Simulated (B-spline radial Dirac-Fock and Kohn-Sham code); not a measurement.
Calculated with a radial finite-basis atomic code, using Dirac-Hartree-Slater photoionisation with all multipoles and Dirac-Fock thresholds. Kinetic energies are from the vacuum level. Open shells are spread statistically over j, without multiplet splitting. Without correlation, outer binding energies are uncertain by a few eV, most for open f shells.

Question: A free atom or ion in its tabulated ground configuration is ionised with 1970 eV photons and gives these photoelectron lines. Identify it and assign the lines.

```csv
kinetic energy (eV),relative cross section
389.3,100.0
1685.8,6.9
1703.8,0.21
1704.3,0.40
```

Answer: Mg⁷⁺, [He] 2s2 2p1. Binding energies are hν less the kinetic energy: 1s 1580.7 eV, 2s 284.2 eV, 2p1/2 266.2 eV, 2p3/2 265.7 eV.

Question: A free atom or ion in its tabulated ground configuration is ionised with 1230 eV photons and gives these photoelectron lines. Identify it and assign the lines.

| kinetic energy (eV) | relative cross section |
| --- | --- |
| 1014.5 | 47.7 |
| 1071.3 | 51.7 |
| 1075.5 | 100.0 |
| 1171.4 | 29.6 |
| 1171.9 | 43.2 |
| 1197.8 | 4.8 |

Answer: Ge²⁺, [Ar] 3d10 4s2. Binding energies are hν less the kinetic energy: 3s 215.5 eV, 3p1/2 158.7 eV, 3p3/2 154.5 eV, 3d3/2 58.64 eV, 3d5/2 58.09 eV, 4s 32.19 eV.
